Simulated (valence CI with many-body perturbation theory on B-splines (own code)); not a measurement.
# Nb¹⁹⁺: M1 decay

Calculated by relativistic CI+MBPT: four valence electrons over a frozen Dirac-Fock core [Ar], a basis of 7 s, 7 p, 8 d, 6 f, 4 g, 1 h functions for each j, with the one-electron correlation potential Σ1, the two-electron term Σ2, the three-electron term Σ3, Breit, model QED; selected CI, second order for the rest, scaled by the run's own slope (own B-spline code, finite nucleus).

No measured spectrum was set against this ion. As an estimate, terms of the open shell hold to 2 to 4 % of their energy, and close levels can change places. Only levels of the ground parity were solved; by the run's estimate the other parity begins above the list, which can be wrong where configurations are misplaced.

Lines 1 to 50 of 120 in falling wavelength, among levels below 47.663 eV, chosen from the decays that carry over 1 % of a level's rate. Wavelengths and rates use the calculated energies, so an error of 2000 cm⁻¹ moves a line at 7340 Å by 15 % and its rate by three times that or more. S is in atomic units (e²a₀⁴ for E2 and M2, e²a₀⁶ for E3), for M1 in squared Bohr magnetons. Weak lines are less certain than strong ones. Lines between different terms over intervals too small for the method are left out, as are lines whose strength nearly cancels.

Names give the largest LS component (configuration and term), which can be under half, so a name can repeat, a term be missing and a line seem to break the LS rules; names also repeat where a configuration has a term twice. Letters in brackets count levels of one name in rising energy.

```tsv
λ vac (Å)	Upper	Lower	Type	A (s⁻¹)	S (a.u.)
14840	3d⁴ ³H_6	3d⁴ ³H_5	M1	4.73e+00	7.44e+00
13340	3d⁴ ⁵D_4	3d⁴ ⁵D_3	M1	1.07e+01	8.46e+00
12310	3d⁴ ⁵D_1	3d⁴ ⁵D_0	M1	2.52e+01	5.23e+00
11810	3d⁴ ⁵D_3	3d⁴ ⁵D_2	M1	2.67e+01	1.14e+01
11110	3d⁴ ⁵D_2	3d⁴ ⁵D_1	M1	3.82e+01	9.71e+00
7430	3d⁴ ³G_5	3d⁴ ³G_4	M1	1.73e+01	2.90e+00
7340	3d⁴ ³F_4 [a]	3d⁴ ³G_3	M1	3.79e+01	5.00e+00
7082	3d⁴ ³H_5	3d⁴ ³H_4	M1	5.45e+01	7.89e+00
7014	3d⁴ ³G_3	3d⁴ ³H_4	M1	2.26e+01	2.02e+00
6669	3d⁴ ³D_3	3d⁴ ³P_2 [a]	M1	1.50e+01	1.16e+00
4696	3d⁴ ³D_2	3d⁴ ³P_2 [a]	M1	3.17e+01	6.09e-01
4692	3d⁴ ³P_2 [a]	3d⁴ ³P_1 [a]	M1	1.25e+02	2.40e+00
4662	3d⁴ ³G_5	3d⁴ ³F_4 [a]	M1	1.09e+02	4.52e+00
4626	3d⁴ ³G_4	3d⁴ ³G_3	M1	1.85e+01	6.10e-01
4597	3d⁴ ³G_4	3d⁴ ³H_5	M1	4.05e+01	1.31e+00
4517	3d⁴ ³P_1 [a]	3d⁴ ³P_0 [a]	M1	1.83e+02	1.88e+00
4380	3d⁴ ³F_3 [a]	3d⁴ ³F_2 [a]	M1	1.46e+02	3.18e+00
3819	3d⁴ ³F_3 [a]	3d⁴ ³G_3	M1	1.37e+02	1.98e+00
3778	3d⁴ ³F_4 [b]	3d⁴ ¹F_3	M1	3.71e+01	6.67e-01
3744	3d⁴ ³D_1	3d⁴ ³P_2 [a]	M1	1.14e+02	6.68e-01
3742	3d⁴ ¹G_4 [a]	3d⁴ ³G_5	M1	8.99e+01	1.57e+00
3586	3d⁴ ³F_4 [a]	3d⁴ ³H_4	M1	3.05e+02	4.69e+00
3557	3d⁴ ¹D_2 [a]	3d⁴ ³D_1	M1	9.75e+01	8.13e-01
3512	3d⁴ ³G_5	3d⁴ ³H_6	M1	9.99e+01	1.76e+00
3340	3d⁴ ³P_2 [b]	3d⁴ ¹D_2 [a]	M1	8.89e+01	6.14e-01
3073	3d⁴ ³D_3	3d⁴ ³F_2 [a]	M1	4.43e+01	3.34e-01
3058	3d⁴ ³F_2 [b]	3d⁴ ¹F_3	M1	1.32e+02	7.01e-01
2982	3d⁴ ¹D_2 [a]	3d⁴ ³D_2	M1	7.39e+01	3.63e-01
2840	3d⁴ ³G_5	3d⁴ ³H_5	M1	1.52e+02	1.42e+00
2808	3d⁴ ¹G_4 [a]	3d⁴ ³F_3 [a]	M1	3.05e+02	2.25e+00
2787	3d⁴ ³G_4	3d⁴ ³H_4	M1	4.91e+01	3.55e-01
2786	3d⁴ ³D_3	3d⁴ ³G_3	M1	9.75e+01	5.47e-01
2575	3d⁴ ³D_2	3d⁴ ³F_2 [a]	M1	1.31e+02	4.15e-01
2525	3d⁴ ¹I_6	3d⁴ ³H_6	M1	2.54e+02	1.97e+00
2511	3d⁴ ¹D_2 [a]	3d⁴ ³D_3	M1	3.33e+02	9.76e-01
2489	3d⁴ ¹G_4 [a]	3d⁴ ³G_4	M1	1.98e+02	1.02e+00
2458	3d⁴ ³H_4	3d⁴ ⁵D_4	M1	2.02e+02	1.00e+00
2370	3d⁴ ³D_2	3d⁴ ³G_3	M1	3.23e+01	7.96e-02
2353	3d⁴ ³F_2 [b]	3d⁴ ¹D_2 [a]	M1	1.02e+02	2.45e-01
2347	3d⁴ ³D_2	3d⁴ ³P_1 [a]	M1	8.84e+01	2.12e-01
2308	3d⁴ ¹F_3	3d⁴ ³D_2	M1	7.30e+01	2.33e-01
2260	3d⁴ ³D_1	3d⁴ ³F_2 [a]	M1	1.56e+02	2.01e-01
2184	3d⁴ ³F_3 [b]	3d⁴ ¹D_2 [a]	M1	1.63e+02	4.41e-01
2158	3d⁴ ¹I_6	3d⁴ ³H_5	M1	2.77e+02	1.34e+00
2082	3d⁴ ³D_1	3d⁴ ³P_1 [a]	M1	3.36e+02	3.38e-01
2076	3d⁴ ³H_4	3d⁴ ⁵D_3	M1	5.16e+01	1.54e-01
2076	3d⁴ ¹G_4 [a]	3d⁴ ³F_4 [a]	M1	6.40e+02	1.91e+00
2015	3d⁴ ¹F_3	3d⁴ ³D_3	M1	4.27e+02	9.06e-01
1992	3d⁴ ³F_4 [b]	3d⁴ ¹G_4 [a]	M1	6.71e+01	1.77e-01
1825	3d⁴ ³H_5	3d⁴ ⁵D_4	M1	2.15e+01	5.32e-02
```
